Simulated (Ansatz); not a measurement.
C4H7O, doublet (typed; the unrestricted solution is spin-contaminated), geometry from GFN2-xTB, atoms displaced at random by about 0.03 Å a coordinate; HF/6-31G, gradient run with Ansatz (a program for electronic structure).

Ansatz was given this input:
Ansatz 0.2 input:
```yaml
crystal:
  periodic: [false, false, false]
  atoms:
    - {symbol: C, position_ang: [1.40800316, -0.76638924, 0.12205741]}
    - {symbol: C, position_ang: [0.56357295, 0.31572928, -0.07629918]}
    - {symbol: O, position_ang: [0.80930530, 1.20023859, -0.98660741]}
    - {symbol: C, position_ang: [-0.76923734, 0.32014375, 0.67812389]}
    - {symbol: C, position_ang: [-1.73820829, -0.77207964, 0.17710591]}
    - {symbol: H, position_ang: [1.26412785, -1.49269904, 0.89851630]}
    - {symbol: H, position_ang: [2.43512058, -0.76653219, -0.29002950]}
    - {symbol: H, position_ang: [-0.56462173, 0.10517189, 1.70537436]}
    - {symbol: H, position_ang: [-1.18041801, 1.23543470, 0.50430814]}
    - {symbol: H, position_ang: [-2.60466267, -0.81214028, 0.67771224]}
    - {symbol: H, position_ang: [-1.90213510, -0.59747638, -0.93612931]}
    - {symbol: H, position_ang: [-1.19806069, -1.81267734, 0.19187489]}
basis:
  gaussian:
    orbitals: 6-31G
hamiltonian:
  xc: hf
magnetization: {spin_polarized: true, initial_magnetization: 1}
output: {forces: true}
```

Q: What does Ansatz print? Leave out banner, timings and long lists.

A: 
```
Functional definition: HF
807 factors; integrals over basis functions are off by at most 2.3e-4 eV
mean field evaluation 1: about -6261.0635 eV, gradient 2.7e1 eV
mean field evaluation 2: about -6261.0666 eV, gradient 2.7e1 eV
mean field evaluation 4: about -6265.1644 eV, gradient 3.6e0 eV
mean field evaluation 8: about -6265.7067 eV, gradient 5.4e-1 eV
mean field evaluation 16: about -6263.1889 eV, gradient 1.2e1 eV
mean field evaluation 32: about -6264.6069 eV, gradient 3.3e-1 eV
mean field -6265.71929885 eV, -230.2609371755 hartree, gradient 3.2e-5 eV, S^2 1.000388; 0 other end points of the search recorded, 0 dependent functions left out
the calculation of the forces begins
reference -6265.71929885 eV, -230.2609371755 hartree; 20, 19 occupied and 39, 40 virtual orbitals, 807 factors
Total energy: -6265.71929885 eV, -230.2609371755 hartree
Atom 0 at     1.408003    -0.766389     0.122057 Å, force     2.800181    -0.165093     0.171670 eV/Å
Atom 1 at     0.563573     0.315729    -0.076299 Å, force    -1.426560    -0.363126    -0.331899 eV/Å
Atom 2 at     0.809305     1.200239    -0.986607 Å, force     0.014694    -0.142660     0.502093 eV/Å
Atom 3 at    -0.769237     0.320144     0.678124 Å, force     1.348605    -2.484338    -0.615502 eV/Å
Atom 4 at    -1.738208    -0.772080     0.177106 Å, force     4.913688    -1.634060    -4.263261 eV/Å
Atom 5 at     1.264128    -1.492699     0.898516 Å, force    -0.421115    -0.007337    -0.089443 eV/Å
Atom 6 at     2.435121    -0.766532    -0.290029 Å, force    -1.219270     0.006845    -0.012793 eV/Å
Atom 7 at    -0.564622     0.105172     1.705374 Å, force    -0.035677     0.529649     0.666708 eV/Å
Atom 8 at    -1.180418     1.235435     0.504308 Å, force    -1.262937     2.571033     0.193732 eV/Å
Atom 9 at    -2.604663    -0.812140     0.677712 Å, force    -3.131691    -0.116805     1.823305 eV/Å
Atom 10 at    -1.902135    -0.597476    -0.936129 Å, force    -0.237002    -0.233881     1.652672 eV/Å
Atom 11 at    -1.198061    -1.812677     0.191875 Å, force    -1.342915     2.039772     0.302716 eV/Å
Dipole moment:    -0.108510    -0.414202     0.429324 e Å
```
